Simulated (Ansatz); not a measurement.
Saddle point of CH$_{8}$OSn, closed shell (SnH₄O ([OH][SnH3]) + CH₄ → CH₆Sn ([CH3][SnH3]) + H₂O; bonds formed: Sn1–C7, O2–H6; bonds broken: Sn1–O2, H6–C7), PBE0-D4/def2-TZVP structure:

Sn1  (-0.531, 1.136, 0.133)
O2  (-0.136, -0.475, 1.575)
H3  (-1.573, 1.065, -1.223)
H4  (-1.435, 1.906, 1.378)
H5  (0.916, 2.007, -0.109)
H6  (0.267, -0.833, 0.544)
C7  (0.410, -0.960, -0.904)
H8  (0.504, -0.343, 2.284)
H9  (1.132, -1.753, -0.669)
H10  (0.904, -0.322, -1.640)
H11  (-0.458, -1.428, -1.369)
(Å)

Energies are electronic, without zero-point energy. Barriers and step energies count from the start structure reached by relaxing down the imaginary mode; all methods use the PBE0-D4 structures, on which another method's saddle can fall below an end. Ansatz 0.2.0; basis: def2-TZVPP, with def2-QZVPP for the basis limit; cores frozen in the correlated methods. Filled d shells of the heavier atoms are correlated. Core potentials replace the inner electrons of the atoms past krypton. The def2 sets are not built for correlating such inner shells, so the correlated values are less sure here. B3LYP uses VWN-RPA correlation. Extrapolation: Hartree–Fock as exp(−7.88 √X), correlation as X^−2.97.

| method | barrier (eV) | step energy (eV) |
| --- | --- | --- |
| SPW92 | 1.499 | 0.201 |
| PBE-D4 | ? | 0.300 |
| BLYP-D4 | 2.066 | 0.398 |
| r2SCAN-D4 | 2.009 | 0.350 |
| B97M-V | 2.184 | 0.401 |
| PBE0-D4 | 2.033 | 0.267 |
| B3LYP-D4 | 2.188 | 0.365 |
| r2SCAN0-D4 | 2.120 | 0.300 |
| BHLYP-D4 | 2.389 | 0.352 |
| CAM-B3LYP-D4 | 2.244 | 0.372 |
| wB97X-V | 2.238 | 0.339 |
| wB97M-V | 2.158 | 0.291 |
| B2PLYP | 2.254 | 0.365 |
| PBE-QIDH | 2.166 | 0.264 |
| RPA on PBE | ? | 0.303 |
| HF | 2.932 | 0.427 |
| MP2 | ? | 0.263 |
| CCSD | 2.355 | 0.280 |
| CCSD(T) | 2.233 | 0.273 |

Q: Fill in the withheld barriers. (An estimate is asked for; the value comes from the calculation.)

A: The calculation gives: PBE-D4 1.863; MP2 2.185; RPA on PBE 2.243 eV. Each is the energy of the saddle less that of the start structure, by the same method.

For comparison, the barrier by CCSD(T) at an estimated basis limit (MP2 extrapolated from triple and quadruple zeta, plus CCSD(T) − MP2 in triple zeta) is 2.190 eV.

No T1 diagnostic of these runs exceeds 0.014.

Labels in which every atom is bracketed show which atoms are joined, not bond orders.

For scale, one of the runs: CCSD(T)/def2-TZVPP, 224 basis functions, launched by `ansatz run in.yaml --threads 4 --pin off --events-out ev --progress --plain --max-ram 9574MiB`. Hardware: 4 CPU threads of an Intel Xeon, shared host. Wall time 2.4 min; peak host memory 4.1 GiB.
